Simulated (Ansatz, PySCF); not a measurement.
C2H7ClOTi, SMILES [CH3][Ti]([CH3])([OH])[Cl], multiplicity 1. Atoms are numbered in the order given.

```xyz
12

Ti    -0.3416     0.0572     0.0000
Cl     1.8077     0.5485     0.0000
O     -1.4801     1.3848     0.0000
H     -1.6446     2.3310     0.0000
C     -0.7712    -1.1223    -1.6135
H     -1.8251    -1.4428    -1.5640
H     -0.1078    -2.0033    -1.5925
H     -0.6039    -0.5582    -2.5462
C     -0.7712    -1.1223     1.6135
H     -0.6039    -0.5582     2.5462
H     -0.1078    -2.0033     1.5925
H     -1.8251    -1.4428     1.5640
```

Geometry: PBE0-D3(BJ)/def2-SVP. The multiplicity is an assumed one; other spin states were not compared. Other conformers were not sampled.

Two levels are set side by side: PBE-D3(BJ)/def2-SVP (Ansatz, an electronic-structure program) and PBE0-D3(BJ)/def2-SVP (Ansatz). Each level has its own optimised geometry; the coordinates shown are those of the second. Frequencies come from the Hessian of PySCF at each geometry. Differences are taken from unrounded values.

| quantity | PBE0-D3(BJ) |
|---|---|
| mean bond length (Å) | 1.420 |
| bond Ti1–Cl2 (Å) | 2.205 |
| bond Ti1–O3 (Å) | 1.749 |
| bond Ti1–C5 (Å) | 2.044 |
| bond Ti1–C9 (Å) | 2.044 |
| bond O3–H4 (Å) | 0.960 |
| bond C5–H6 (Å) | 1.103 |
| bond C5–H7 (Å) | 1.103 |
| bond C5–H8 (Å) | 1.103 |
| bond C9–H10 (Å) | 1.103 |
| bond C9–H11 (Å) | 1.103 |
| bond C9–H12 (Å) | 1.103 |
| highest harmonic wavenumber (cm⁻¹) | 3965 |
| mean harmonic wavenumber (cm⁻¹) | 1212 |
| zero-point energy (kcal/mol) | 51.98 |

Q: What does PBE-D3(BJ) give, and how far is it from PBE0-D3(BJ)? (Estimate from the structure and the level; the computed values follow.)

A: 
| quantity | PBE-D3(BJ) | PBE-D3(BJ) minus PBE0-D3(BJ) |
|---|---|---|
| mean bond length (Å) | 1.431 | 0.011 |
| bond Ti1–Cl2 (Å) | 2.212 | 0.007 |
| bond Ti1–O3 (Å) | 1.768 | 0.019 |
| bond Ti1–C5 (Å) | 2.063 | 0.018 |
| bond Ti1–C9 (Å) | 2.063 | 0.018 |
| bond O3–H4 (Å) | 0.972 | 0.012 |
| bond C5–H6 (Å) | 1.111 | 0.009 |
| bond C5–H7 (Å) | 1.111 | 0.008 |
| bond C5–H8 (Å) | 1.110 | 0.008 |
| bond C9–H10 (Å) | 1.110 | 0.008 |
| bond C9–H11 (Å) | 1.111 | 0.008 |
| bond C9–H12 (Å) | 1.111 | 0.009 |
| highest harmonic wavenumber (cm⁻¹) | 3791 | -174 |
| mean harmonic wavenumber (cm⁻¹) | 1171 | -41 |
| zero-point energy (kcal/mol) | 50.23 | -1.74 |

Exact exchange shortens and stiffens bonds; PBE has none. Differences between two approximate levels are no errors against the true value.
